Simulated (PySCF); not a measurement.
H₃CdNS (SMILES [NH2][Cd][SH]), singlet, geometry from GFN2-xTB (such geometries of metal compounds can be far from the true shape) (core potentials on Cd); DF-PBE/def2-TZVPP in PySCF.

Here is a job for PySCF.
```python
from pyscf import gto, scf, dft

mol = gto.M(
    atom='''
Cd    0.34652120   -0.16322427    0.17619089
N     1.51891137   -0.70858209   -1.41625626
H     1.15672669   -1.58741355   -1.79234851
H     2.49083670   -0.90062172   -1.18050903
S    -1.80782909    0.89490451    0.18337597
H    -1.98769480    0.96440243    1.49547285
''',
    basis='def2-tzvpp',
    ecp={'Cd': 'def2-tzvpp'},
    verbose=4,
    max_memory=1800,
)

mf = dft.RKS(mol)
mf.xc = 'pbe'
mf = mf.density_fit(auxbasis='def2-universal-jkfit')
mf.kernel()
```

Predict the main parts of the log of this PySCF run.


```
PySCF version 2.14.0

[INPUT] verbose = 4
[INPUT] num. atoms = 6
[INPUT] num. electrons = 46
[INPUT] charge = 0
[INPUT] spin (= nelec alpha-beta = 2S) = 0
[INPUT] symmetry False subgroup None
[INPUT] Mole.unit = angstrom
[INPUT] Symbol           X                Y                Z      unit          X                Y                Z       unit  Magmom
[INPUT]  1 Cd     0.346521200000  -0.163224270000   0.176190890000 AA    0.654830164356  -0.308449167182   0.332952527743 Bohr   0.0
[INPUT]  2 N      1.518911370000  -0.708582090000  -1.416256260000 AA    2.870326496788  -1.339026086872  -2.676336453601 Bohr   0.0
[INPUT]  3 H      1.156726690000  -1.587413550000  -1.792348510000 AA    2.185896645075  -2.999776855924  -3.387047803672 Bohr   0.0
[INPUT]  4 H      2.490836700000  -0.900621720000  -1.180509030000 AA    4.706999184015  -1.701928392635  -2.230838754276 Bohr   0.0
[INPUT]  5 S     -1.807829090000   0.894904510000   0.183375970000 AA   -3.416301860122   1.691124431538   0.346530361126 Bohr   0.0
[INPUT]  6 H     -1.987694800000   0.964402430000   1.495472850000 AA   -3.756198791222   1.822456466565   2.826034113223 Bohr   0.0

nuclear repulsion = 151.796039898129
number of shells = 59
number of NR pGTOs = 238
number of NR cGTOs = 171
basis = def2-tzvpp
ecp = {'Cd': 'def2-tzvpp'}

******** <class 'pyscf.df.df_jk.DFRKS'> ********
method = DFRKS
initial guess = minao
damping factor = 0
level_shift factor = 0
DIIS = <class 'pyscf.scf.diis.CDIIS'>
diis_start_cycle = 1
diis_space = 8
diis_damp = 0
SCF conv_tol = 1e-09
SCF conv_tol_grad = None
SCF max_cycles = 50
direct_scf = False
XC library pyscf.dft.libxc version 7.1.2
    S. Lehtola, C. Steigemann, M. J. T. Oliveira, and M. A. L. Marques,  SoftwareX 7, 1–5 (2018)
XC functionals = pbe
    J. P. Perdew, K. Burke, and M. Ernzerhof,  Phys. Rev. Lett. 77, 3865 (1996)
    J. P. Perdew, K. Burke, and M. Ernzerhof,  Phys. Rev. Lett. 78, 1396 (1997)
    J. P. Perdew, K. Burke, and M. Ernzerhof,  Phys. Rev. Lett. 77, 3865 (1996)
    J. P. Perdew, K. Burke, and M. Ernzerhof,  Phys. Rev. Lett. 78, 1396 (1997)
radial grids:
    Treutler-Ahlrichs [JCP 102, 346 (1995); DOI:10.1063/1.469408] (M4) radial grids

becke partition: Becke, JCP 88, 2547 (1988); DOI:10.1063/1.454033
pruning grids: <function nwchem_prune>
grids dens level: 3
symmetrized grids: False
atomic radii adjust function: <function treutler_atomic_radii_adjust>
small_rho_cutoff = 0
Set gradient conv threshold to 3.16228e-05
Initial guess from minao.
tot grids = 84600
init E= -610.229101136438
  HOMO = -0.616302601682549  LUMO = -0.595213305160394  gap/eV = 0.57387
cycle= 1 E= -619.477845428351  delta_E= -9.25  |g|= 4.13  |ddm|= 7.01
  HOMO = 0.0783468663302883  LUMO = 0.0952070177868427  gap/eV = 0.45879
cycle= 2 E= -577.207529983052  delta_E= 42.3  |g|= 9.06  |ddm|=   15
  HOMO = -0.218112280012672  LUMO = -0.139830149770967  gap/eV = 2.13017
cycle= 3 E= -617.013129006156  delta_E= -39.8  |g|=  3.2  |ddm|= 14.6
  HOMO = -0.233864068996802  LUMO = -0.144399051318588  gap/eV = 2.43447
cycle= 4 E= -617.133570134901  delta_E= -0.12  |g|= 3.52  |ddm|= 5.82
  HOMO = -0.234308020198644  LUMO = -0.105077586888325  gap/eV = 3.51654
cycle= 5 E= -621.539612845919  delta_E= -4.41  |g|= 1.89  |ddm|=  4.5
  HOMO = -0.130768018316306  LUMO = -0.0786232645592145  gap/eV = 1.41893
cycle= 6 E= -622.080738629634  delta_E= -0.541  |g|= 0.993  |ddm|= 2.03
  HOMO = -0.21617689910406  LUMO = -0.122513773887944  gap/eV = 2.54870
cycle= 7 E= -622.311716477229  delta_E= -0.231  |g|= 0.267  |ddm|= 1.02
  HOMO = -0.211970066048103  LUMO = -0.116465049502654  gap/eV = 2.59882
cycle= 8 E= -622.326168854866  delta_E= -0.0145  |g|= 0.109  |ddm|= 0.306
  HOMO = -0.20834242733622  LUMO = -0.11176929790566  gap/eV = 2.62789
cycle= 9 E= -622.329152774762  delta_E= -0.00298  |g|= 0.0217  |ddm|= 0.105
  HOMO = -0.208823620591086  LUMO = -0.112530637285648  gap/eV = 2.62027
cycle= 10 E= -622.329234855876  delta_E= -8.21e-05  |g|= 0.00614  |ddm|= 0.0172
  HOMO = -0.209029749256818  LUMO = -0.112595967168996  gap/eV = 2.62410
cycle= 11 E= -622.329238975608  delta_E= -4.12e-06  |g|= 0.00331  |ddm|= 0.00378
  HOMO = -0.209267896665297  LUMO = -0.112527948991853  gap/eV = 2.63243
cycle= 12 E= -622.329242530008  delta_E= -3.55e-06  |g|= 0.00093  |ddm|= 0.00428
  HOMO = -0.209251657847246  LUMO = -0.112549923766394  gap/eV = 2.63139
cycle= 13 E= -622.329242757053  delta_E= -2.27e-07  |g|= 0.000176  |ddm|= 0.00103
  HOMO = -0.20925402701472  LUMO = -0.112558544329675  gap/eV = 2.63122
cycle= 14 E= -622.32924276188  delta_E= -4.83e-09  |g|= 7.17e-05  |ddm|= 0.000189
  HOMO = -0.209253306434421  LUMO = -0.112556770178652  gap/eV = 2.63125
cycle= 15 E= -622.329242762948  delta_E= -1.07e-09  |g|= 2.25e-05  |ddm|= 7.53e-05
  HOMO = -0.20925210765563  LUMO = -0.112556927144791  gap/eV = 2.63121
cycle= 16 E= -622.329242763092  delta_E= -1.45e-10  |g|= 3.45e-06  |ddm|= 2.58e-05
  HOMO = -0.209251886118566  LUMO = -0.11255667207074  gap/eV = 2.63121
Extra cycle  E= -622.329242763093  delta_E= -2.27e-13  |g|= 5.05e-06  |ddm|= 6.52e-06
converged SCF energy = -622.329242763093
```
